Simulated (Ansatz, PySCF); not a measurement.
Energy difference R1 + 2 R2 + R3 → 3 P1 + P2, each structure at its B3LYP-D3(BJ)/def2-TZVP stationary point, reached from a drawn start (curvature not checked).
P1, H2 (SMILES [H][H]) (charge 0, multiplicity 1):
```
atom   x (Å)   y (Å)    z (Å)
----  ------  ------  -------
H     0.0000  0.0000   0.3720
H     0.0000  0.0000  -0.3720
```
R1, HCl (SMILES Cl) (charge 0, multiplicity 1):
```xyz
2

Cl     0.000     0.000     0.641
H      0.000     0.000    -0.641
```
R2: HF (SMILES F), charge 0, multiplicity 1.
R3: SiH4 (SMILES [SiH4]), charge 0, multiplicity 1.
P2: ClF2HSi (SMILES F[SiH](F)Cl), charge 0, multiplicity 1.

P less R. No zero-point or thermal terms.

Codes used: Ansatz (a quantum-chemistry and plane-wave program) with Gaussian orbitals; PySCF for the D3/D4 terms. Each number belongs to the level named beside it.

Question: What is the computed reaction energy (PBE0/def2-TZVPP)?

Answer: -72.4 kcal/mol

Question: Predict the reaction energy from B97M-V/def2-TZVPP.

Answer: -80.6 kcal/mol

Question: What reaction energy does PBE-D3(BJ)/def2-TZVPP give?

Answer: -73.9 kcal/mol
